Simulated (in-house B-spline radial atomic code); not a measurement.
Mg⁹⁺. Computed with a B-spline radial atomic code. Model: all-electron spherical atom, spin shells full or empty, radial basis limit, no spin-orbit coupling, Breit or QED, empty-state partial waves extrapolated as (l+1/2)^-4, RPA, G0W0 and static COHSEX of the highest shell as one setting changes (uncorrelated shells keep exact exchange).

Empty levels are discrete states of a finite basis, so the steps are uneven.

Given: element Mg; charge 9; filled core He; hamiltonian non-relativistic; mean-field start r2SCAN; highest l of empty states 9; lowest nl shells left uncorrelated 0; highest mean-field shell 2s up; box radius 7.11 bohr.

Shell: 2s 1 0 (electrons up and down).

```json
{"highest empty level kept (hartree)": "33.33", "RPA correlation energy (hartree)": "-0.096949", "G0W0 level (eV)": "-369.26", "G0W0 minus most complete (meV)": "182.1", "COHSEX level (eV)": "-373.39", "linearised minus solved G0W0 (meV)": "238.6"}
{"highest empty level kept (hartree)": "66.67", "RPA correlation energy (hartree)": "?", "G0W0 level (eV)": "?", "G0W0 minus most complete (meV)": "?", "COHSEX level (eV)": "?", "linearised minus solved G0W0 (meV)": "?"}
{"highest empty level kept (hartree)": "116.67", "RPA correlation energy (hartree)": "-0.12595", "G0W0 level (eV)": "-369.34", "G0W0 minus most complete (meV)": "100", "COHSEX level (eV)": "-373.87", "linearised minus solved G0W0 (meV)": "240.3"}
{"highest empty level kept (hartree)": "200", "RPA correlation energy (hartree)": "-0.14113", "G0W0 level (eV)": "-369.37", "G0W0 minus most complete (meV)": "71.4", "COHSEX level (eV)": "-373.95", "linearised minus solved G0W0 (meV)": "241"}
{"highest empty level kept (hartree)": "333.33", "RPA correlation energy (hartree)": "-0.15455", "G0W0 level (eV)": "-369.4", "G0W0 minus most complete (meV)": "44.5", "COHSEX level (eV)": "-374.04", "linearised minus solved G0W0 (meV)": "241.6"}
{"highest empty level kept (hartree)": "600", "RPA correlation energy (hartree)": "-0.16577", "G0W0 level (eV)": "-369.42", "G0W0 minus most complete (meV)": "20.6", "COHSEX level (eV)": "-374.11", "linearised minus solved G0W0 (meV)": "242.2"}
{"highest empty level kept (hartree)": "1000", "RPA correlation energy (hartree)": "-0.16975", "G0W0 level (eV)": "-369.43", "G0W0 minus most complete (meV)": "12", "COHSEX level (eV)": "-374.14", "linearised minus solved G0W0 (meV)": "242.4"}
{"highest empty level kept (hartree)": "2000", "RPA correlation energy (hartree)": "?", "G0W0 level (eV)": "?", "G0W0 minus most complete (meV)": "?", "COHSEX level (eV)": "?", "linearised minus solved G0W0 (meV)": "?"}
{"highest empty level kept (hartree)": "4000", "RPA correlation energy (hartree)": "-0.17436", "G0W0 level (eV)": "-369.44", "G0W0 minus most complete (meV)": "1.2", "COHSEX level (eV)": "-374.16", "linearised minus solved G0W0 (meV)": "242.7"}
{"highest empty level kept (hartree)": "8333.3", "RPA correlation energy (hartree)": "-0.17469", "G0W0 level (eV)": "-369.44", "G0W0 minus most complete (meV)": "0.4", "COHSEX level (eV)": "-374.16", "linearised minus solved G0W0 (meV)": "242.7"}
{"highest empty level kept (hartree)": "20000", "RPA correlation energy (hartree)": "-0.17479", "G0W0 level (eV)": "-369.44", "G0W0 minus most complete (meV)": "0.1", "COHSEX level (eV)": "-374.17", "linearised minus solved G0W0 (meV)": "242.7"}
{"highest empty level kept (hartree)": "66667", "RPA correlation energy (hartree)": "-0.1748", "G0W0 level (eV)": "-369.44", "G0W0 minus most complete (meV)": "0", "COHSEX level (eV)": "-374.17", "linearised minus solved G0W0 (meV)": "242.7"}
```

Question: What follows for highest empty level kept = 66.67?

Answer: RPA correlation energy -0.11278 hartree; G0W0 level -369.31 eV; G0W0 minus most complete 130 meV; COHSEX level -373.76 eV; linearised minus solved G0W0 239.6 meV.

Question: What follows for highest empty level kept = 2000?

Answer: RPA correlation energy -0.17322 hartree; G0W0 level -369.44 eV; G0W0 minus most complete 3.9 meV; COHSEX level -374.16 eV; linearised minus solved G0W0 242.6 meV.
